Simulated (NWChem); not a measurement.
System: iodine (I₂); SMILES II

Program: NWChem. def2 effective core potentials on I; no spin-orbit coupling. Each level has its own optimisation; frequencies are unscaled.

| level | r I–I (Å) | highest harmonic frequency (cm⁻¹) | zero-point energy (kcal/mol) |
|---|---|---|---|
| PBE/def2-SVP | [?] | [?] | 0.3 |
| BLYP/def2-SVP | 2.758 | 193 | 0.3 |
| PBE0-D3(BJ)/def2-TZVP | 2.656 | 226 | 0.3 |

Question: What belongs in the gaps?

Answer: 
- PBE/def2-SVP, r I–I (Å): 2.713
- PBE/def2-SVP, highest harmonic frequency (cm⁻¹): 207
